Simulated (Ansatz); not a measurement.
Gas-phase electronic energies from Ansatz, PBE0-D4/def2-TZVP geometries. CBS: MP2 limit from def2 TZ/QZ plus the TZ coupled-cluster correction, frozen cores. Functionals use def2-TZVPP. For Ge outer-core shells are correlated without core-valence functions, which leaves a few kJ/mol of doubt a bond. Scalar relativity is left out up to krypton.

Consider the redistribution: `[CH3][GeH]([F])[SiH3]` + `C#[C][GeH3]` → `C#[C][GeH]([CH3])[F]` + `[SiH3][GeH3]`.

```json
{"level": "LDA (SPW92)", "ΔE (kJ/mol)": "-12.3"}
{"level": "BLYP-D4", "ΔE (kJ/mol)": "-9.3"}
{"level": "r2SCAN-D4", "ΔE (kJ/mol)": "-13.1"}
{"level": "B97M-V", "ΔE (kJ/mol)": "-12.8"}
{"level": "r2SCAN0-D4", "ΔE (kJ/mol)": "-14.0"}
{"level": "CAM-B3LYP", "ΔE (kJ/mol)": "-11.5"}
{"level": "MP2/def2-TZVPP", "ΔE (kJ/mol)": "-14.7"}
{"level": "SCS-MP2/def2-TZVPP", "ΔE (kJ/mol)": "-13.5"}
```

**Question.** What does CCSD(T)/CBS give? (An estimate is asked.)

**Answer.** Ansatz gave: -12.6 kJ/mol. The listed levels differ from it by 0.3, 3.3, -0.5, -0.2, -1.4, 1.1, -2.1, -0.9 kJ/mol.

Largest T1 diagnostic among the species: 0.012.

Leaving LDA and LC-ωPBE aside and taking each functional with its dispersion term where it has one, the values spread over 4.7 kJ/mol, from r2SCAN0-D4 to BLYP-D4. At CCSD(T), def2-SVP lies −3.3 kJ/mol from the extrapolated value and def2-TZVPP −1.8 kJ/mol.
